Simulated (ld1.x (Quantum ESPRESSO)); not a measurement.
Before and after: TM potential for La (Z = 57)

lanthanum, norm-conserving Troullier–Martins (Kleinman–Bylander form), made with ld1.x (Quantum ESPRESSO) 7.5 (LDA (PZ), scalar-relativistic). Core [Kr] 4d10 5s2, reference 4f0 5p6 5d1.5 6s1.5 6p0. Waves: 5p (bound): rc 2.30 bohr; 5d (bound): rc 3.95 bohr; 4f (bound, empty): rc 2.00 bohr; 6s (bound): rc 3.35 bohr. Local part: the s channel. Core correction: Bessel-smoothed model core, default radius (core density twice the valence density).

Change: local potential all-electron potential smoothed inside 1.95 bohr (lloc = -1).

Cutoffs: the cutoffs (Ry, on a coarse ladder) from which the occupation-weighted sum of valence levels, in a spherical-Bessel basis at the reference potential, stays within 10 and 1 mRy of its value at 400 Ry; they do not see the model core or the augmentation charge, which bear on the density cutoff. Errors are all-electron minus pseudo energies relative to the spin-unpolarised reference configuration.

Predict the effect on cutoff, ghosts and configuration errors.

The potential gets neither clearly harder nor softer (21 Ry and 40 Ry → 21 Ry and 40 Ry); a bound ghost appears in s, which as a rule spoils a file; the number of tests that count goes from 8 to 7; of the 7 tests that both files solve, the error grows in 2 and shrinks in 4 by more than 15 % and 0.3 meV (median size 10.0 → 11.4 meV). In the separable form a ghost depends on how the local part lies against the semilocal potential of the channel, so the choice of the local part can create or remove one.

| quantity | base | changed |
| --- | --- | --- |
| cutoff, loose | 21 Ry | 21 Ry |
| cutoff, tight | 40 Ry | 40 Ry |
| bound ghosts | none | s |
| tests counted (converged, no solver errors) | 8 of 9 | 7 of 9 |
| error for 4f0 5p6 5d1 6s2 6p0, meV [ΔE -0.36 eV] | -3.1 | +0.1 |
| error for 4f0 5p6 5d1 6s1 6p0, meV [ΔE 5.80 eV] | +1.7 | +14 |
| error for 4f0 5p6 5d1 6s0 6p0, meV [ΔE 16.95 eV] | -13 | +3.7 |
| error for 4f0 5p6 5d2 6s0 6p0, meV [ΔE 5.95 eV] | -17 | -14 |
| error for 4f0 5p6 5d1 6s0 6p2, meV [ΔE 4.69 eV] | -875 | +88 |
| error for 4f0 5p6 5d1.5 6s1.5 6p0 (spin-polarised), meV [ΔE -0.34 eV] | +10 | +11 |
| error for 4f0 5p6 5d1 6s2 6p0 (spin-polarised), meV [ΔE -0.46 eV] | -0.5 | +3.0 |
| s: phases at 4.32 bohr within 0.05 rad from the reference energy up to (Ry; the scan ends near 5) | n/a | n/a |
| p: phases at 4.32 bohr within 0.05 rad from the reference energy up to (Ry; the scan ends near 5) | -0.4 | -0.0 |
| d: phases at 4.32 bohr within 0.05 rad from the reference energy up to (Ry; the scan ends near 5) | 0.5 | 0.9 |
| f: phases at 4.32 bohr within 0.05 rad from the reference energy up to (Ry; the scan ends near 5) | 0.2 | 0.6 |

Base: The cutoffs count occupied waves only; the empty 4f level needs 90 Ry at the loose tolerance. Tests not counted: 4f1 5p6 5d0 6s2 6p0 (solver errors, printed error -13 meV). Changed file: The cutoffs count occupied waves only; the empty 4f level needs 90 Ry at the loose tolerance. Tests not counted: 4f1 5p6 5d0 6s2 6p0 (solver errors, printed error +21 meV); 4f0 5p6 5d0 6s2 6p0 (solver errors, printed error -10.9 eV). A true bound ghost makes a file unfit for plane-wave use even where its test errors are small: the radial tests pick states by their node count and pass the ghost by. Where a test does run into it, the solver fails or the error is huge.
